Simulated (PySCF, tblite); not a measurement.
Isomers of C7H8OSi. Computed with GFN2-xTB (tblite): harmonic, unscaled wavenumbers at the GFN2-xTB geometry, gas phase. Against measured fundamentals such values can be off by several per cent, at times by over 20. Modes of hydrogen on silicon can be 10 to 20 % off. One conformer each.

Electronic energies: PBE0/pcSseg-1 single points on the GFN2-xTB geometries (PySCF, gas phase).

```tsv
SMILES	electronic energy, lowest = 0 (kJ/mol)
C=C1C(=C)C(C=O)=C1[SiH3]	377.7
c1ccc2c(c1)CO[SiH2]2	0.0
C#CC1=CCC(=C)O[SiH2]1	291.0
```

How do GFN2-xTB zero-point energies change the relative energies?

```csv
SMILES,ZPE (kJ/mol),of it from modes above 1550 cm⁻¹,electronic (kJ/mol),"with ZPE, lowest = 0 (kJ/mol)",lowest mode (cm⁻¹),rings
c1ccc2c(c1)CO[SiH2]2,329.6,154.6,0.0,0.0,117,2
C#CC1=CCC(=C)O[SiH2]1,317.1,172.3,291.0,278.5,58,1
C=C1C(=C)C(C=O)=C1[SiH3],305.8,163.0,377.7,353.9,61,1
```

The zero-point energies span 23.8 kJ/mol, from `C=C1C(=C)C(C=O)=C1[SiH3]` to `c1ccc2c(c1)CO[SiH2]2`. The order is unchanged.

And how do the electronic energies of GFN2-xTB itself compare?

`c1ccc2c(c1)CO[SiH2]2` 0.0; `C#CC1=CCC(=C)O[SiH2]1` 260.6; `C=C1C(=C)C(C=O)=C1[SiH3]` 427.5 kJ/mol, lowest = 0. Against the energies above, taken from the same isomer `c1ccc2c(c1)CO[SiH2]2`, the largest difference is 49.8 kJ/mol.

What do entropy and thermal enthalpy add at 298.15 K and 1 bar (rigid rotor, harmonic oscillator, one conformer each)?

```tsv
SMILES	point group	symmetry number	S (J/(mol K))	H − H(0) (kJ/mol)	ZPE + H − H(0) − TS (kJ/mol)
c1ccc2c(c1)CO[SiH2]2	Cs	1	364.3	23.36	244.4
C#CC1=CCC(=C)O[SiH2]1	C1	1	402.6	28.34	225.4
C=C1C(=C)C(C=O)=C1[SiH3]	Cs	1	422.2	30.40	210.3
```
